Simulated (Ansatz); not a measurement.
A nudged elastic band was laid between two geometries of BCl3H2O (7 atoms, charge 0, multiplicity 1).

All numbers below come from Ansatz, RKS B3LYP-D4/def2-mTZVP.

- movable images: 7
- climbing image: yes
- spring: 5.0 eV/Å²
- optimiser: quadratic models (default)
- start path: through a guess of the saddle point
- force threshold: 0.03 eV/Å
- iteration limit: 60
- end points: relaxed

First end point:

```xyz
7
Properties=species:S:1:pos:R:3
B 0.058 -0.117 0.154
Cl -0.024 0.604 1.842
Cl 1.565 0.263 -0.766
Cl -1.498 0.022 -0.812
O 0.129 -1.757 0.475
H -0.663 -2.172 0.085
H 0.082 -1.874 1.443
```

Last end point:

```xyz
7
Properties=species:S:1:pos:R:3
B -0.162 -0.449 -0.773
Cl 0.884 -0.817 3.371
Cl 1.147 0.721 -0.772
Cl -1.128 -0.735 -2.229
O -0.413 -1.126 0.370
H -1.145 -1.758 0.316
H 0.465 -0.866 2.137
```

Which bonds break or form, and what moves?

Bonds broken: B1–Cl2, O5–H7. Bonds formed: Cl2–H7. BCl3H2O becomes BCl2HO + ClH.

What energy profile does the band end with?

It converged. The highest image is number 2 of 0 to 8, 76.8 kJ/mol above the first end and 114.3 kJ/mol above the last; the last end lies 37.5 kJ/mol below the first. A vibrational analysis at the climbing image gives one clearly imaginary mode, 1055i cm⁻¹: a first-order saddle point. The orbitals stay closed-shell, which can raise the energy where a bond breaks towards radicals; this wasn't checked here.

| image | path coordinate (Å) | energy (kJ/mol) | B1–Cl2 (Å) | O5–H7 (Å) | Cl2–H7 (Å) |
| --- | --- | --- | --- | --- | --- |
| 0 | 0.00 | 0.0 | 1.84 | 0.98 | 2.51 |
| 1 | 0.48 | 24.2 | 1.98 | 1.00 | 1.99 |
| 2 | 0.95 | 76.8 | 2.37 | 1.19 | 1.60 |
| 3 | 1.55 | -7.4 | 2.89 | 1.76 | 1.32 |
| 4 | 2.15 | -30.9 | 3.42 | 2.13 | 1.30 |
| 5 | 2.75 | -34.1 | 3.76 | 2.09 | 1.30 |
| 6 | 3.35 | -36.0 | 4.02 | 2.02 | 1.30 |
| 7 | 3.95 | -37.0 | 4.21 | 1.99 | 1.30 |
| 8 | 4.55 | -37.5 | 4.29 | 1.99 | 1.30 |

What is the geometry of the highest image?


```xyz
7
Properties=species:S:1:pos:R:3
B 0.055 -0.356 -0.163
Cl -0.028 0.177 2.141
Cl 1.568 0.302 -0.765
Cl -1.497 0.074 -0.901
O 0.135 -1.737 0.379
H -0.704 -2.214 0.249
H 0.121 -1.276 1.480
```

What are the harmonic wavenumbers there?

1055i, 138, 171, 263, 304, 428, 463, 477, 632, 855, 1020, 1150, 1290, 1589, 3732 cm⁻¹.

The run took 110 s on 4 threads of AMD EPYC 9R45 96-Core Processor (Zen 5), with other jobs on the host, peak memory 0.3 GiB.
